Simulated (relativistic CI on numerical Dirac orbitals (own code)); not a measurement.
**Forbidden lines of V6+**

Calculated at this level of theory: Dirac-Coulomb-Breit CI, separate exchange-only KLI orbitals for each configuration, a model potential for QED, valence Slater integrals scaled by 0.9, P86 correlation estimate, and configurations built on the next ion tied to the tabulated ionisation energy (semi-empirical) (own radial code, finite nucleus).

Configuration list (outside the closed core [Ne]): 3s²3p⁵, 3s²3p⁴3d, 3s²3p⁴4s, 3s²3p⁴4p, 3s²3p⁴4d, 3s²3p⁴5s, 3s²3p⁴4f, 3s3p⁶, 3s²3p³3d², 3s3p⁵3d, 3p⁵3d², 3p⁶3d, 3s3p⁴3d², 3s3p⁵4s, 3s²3p⁴5p, 3s²3p⁴5d, 3s3p⁵4p, 3s²3p³3d4s, 3s²3p⁴5f, 3s²3p⁴5g, 3s3p⁵4d, 3s²3p³3d4p, 3s3p⁵4f, 3s3p⁵5s. Levels of other configurations are missing.

```
λ vac (Å)                Lower                Upper  Type   A (s⁻¹)  E lower (cm⁻¹)  E upper (cm⁻¹)
   1371.3   3s²3p⁴3d ⁴D7/2 [4]  3s²3p⁴3d ²F7/2 [24]    M1  1.27e+01          288766          361687
   1377.1   3s²3p⁴3d ⁴D5/2 [5]  3s²3p⁴3d ²F7/2 [24]    M1  3.60e+00          289069          361687
   2038.2   3s²3p⁴3d ⁴F9/2 [8]  3s²3p⁴3d ²F7/2 [24]    M1  1.11e+01          312625          361687
   2058.3   3s²3p⁴3d ⁴D7/2 [4]  3s²3p⁴3d ²G7/2 [22]    M1  1.79e+00          288766          337349
   2071.3   3s²3p⁴3d ⁴D5/2 [5]  3s²3p⁴3d ²G7/2 [22]    M1  8.88e-01          289069          337349
   2240.8  3s²3p⁴3d ⁴F5/2 [11]  3s²3p⁴3d ²F7/2 [24]    M1  2.13e+00          317061          361687
   2397.5   3s²3p⁴3d ⁴D7/2 [4]  3s²3p⁴3d ²F7/2 [19]    M1  5.84e+00          288766          330476
   2415.0   3s²3p⁴3d ⁴D5/2 [5]  3s²3p⁴3d ²F7/2 [19]    M1  1.42e+00          289069          330476
   3046.7  3s²3p⁴3d ²D5/2 [18]  3s²3p⁴3d ²F7/2 [24]    M1  2.02e+00          328864          361687
   3781.0   3s²3p⁴3d ⁴D7/2 [4]  3s²3p⁴3d ⁴F7/2 [10]    M1  1.81e+00          288766          315214
   4057.1   3s²3p⁴3d ⁴F9/2 [8]  3s²3p⁴3d ²G9/2 [21]    M1  1.06e+01          312625          337273
   4191.3   3s²3p⁴3d ⁴D7/2 [4]   3s²3p⁴3d ⁴F9/2 [8]    M1  2.53e+00          288766          312625
   4517.8  3s²3p⁴3d ⁴F7/2 [10]  3s²3p⁴3d ²G7/2 [22]    M1  3.67e+00          315214          337349
   4533.4  3s²3p⁴3d ⁴F7/2 [10]  3s²3p⁴3d ²G9/2 [21]    M1  1.83e+00          315214          337273
   4929.0  3s²3p⁴3d ⁴F5/2 [11]  3s²3p⁴3d ²G7/2 [22]    M1  1.52e+00          317061          337349
   5601.7   3s²3p⁴3d ⁴F9/2 [8]  3s²3p⁴3d ²F7/2 [19]    M1  1.12e+00          312625          330476
   6552.0  3s²3p⁴3d ⁴F7/2 [10]  3s²3p⁴3d ²F7/2 [19]    M1  8.00e-01          315214          330476
   7454.0  3s²3p⁴3d ⁴F5/2 [11]  3s²3p⁴3d ²F7/2 [19]    M1  1.11e+00          317061          330476
  13084.0    3s²3p⁵ ²P°3/2 [1]    3s²3p⁵ ²P°1/2 [2]    M1  8.02e+00               0            7643
  14550.9  3s²3p⁴3d ²F7/2 [19]  3s²3p⁴3d ²G7/2 [22]    M1  1.23e+00          330476          337349
```

Terms are leading LS components. Brackets give the number of a level in order of energy, since labels repeat. The list gives strong lines, with weight on those to low levels, without configurations that were not tied to measured data, among the lowest 300 of 1011 levels, so that lines to higher ones, which can be the strongest, are missing. Levels whose partners in the same complex of configurations lie outside the list can be far off, and so can their lines. Rates are taken at the computed energies, electric ones in the length gauge.

Configurations that consist of the next ion and one excited electron were tied to the tabulated ionisation energy; Rydberg ones are usually within 1,000 to 3,000 cm⁻¹ and the lowest ones within about 6,000 (9,000 in d shells), while levels on excited terms of the next ion carry the error of that term, and the other configurations can be misplaced by 10,000 cm⁻¹ or more. Rates follow the energies as ν³ (E1, M1) or ν⁵ (E2), so rates, branching and lifetimes can be off by large factors. 14 of the 20 excited levels that our extract of the measured tables holds in this range could be paired (the sources list more); they are missed by 22759 cm⁻¹ on average and 118157 at most, and levels without a partner can miss by more.

LS names give the leading component of a level, which can be under half, so a name can repeat, a term be missing and a line seem to break the LS rules.
